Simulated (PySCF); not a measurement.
vinylidene fluoride (C2H2F2), SMILES C=C(F)F. Heavy atoms are numbered as in [CH2:1]=[C:2]([F:3])[F:4]. Hydrogens are named by the atom that carries them.

The structure is a stationary point at PBE0-D3(BJ)/def2-SVP.

Calculation: HF/pcSseg-2 run with PySCF.

GIAO shieldings, no solvent; atoms alike by connectivity are averaged. δ = σ(ref) − σ: ¹³C against TMS (σ = 193.3 ppm); ¹⁹F against CFCl3 (σ = 237.3 ppm); ¹H against TMS (σ = 31.98 ppm), references at their B3LYP-D3(BJ)/def2-TZVP geometries, non-relativistic.

### Question
Estimate the chemical shifts. (An estimate is asked for; the answer gives what the named calculation found.)

### Answer

```json
[
 {"nucleus": "¹³C", "atoms": "C2", "count": "1", "δ (ppm)": "170.2"},
 {"nucleus": "¹³C", "atoms": "C1 (CH2)", "count": "1", "δ (ppm)": "70.6"},
 {"nucleus": "¹⁹F", "atoms": "F3", "count": "2", "δ (ppm)": "-65.8"},
 {"nucleus": "¹H", "atoms": "H on C1", "count": "2", "δ (ppm)": "4.38"}
]
```
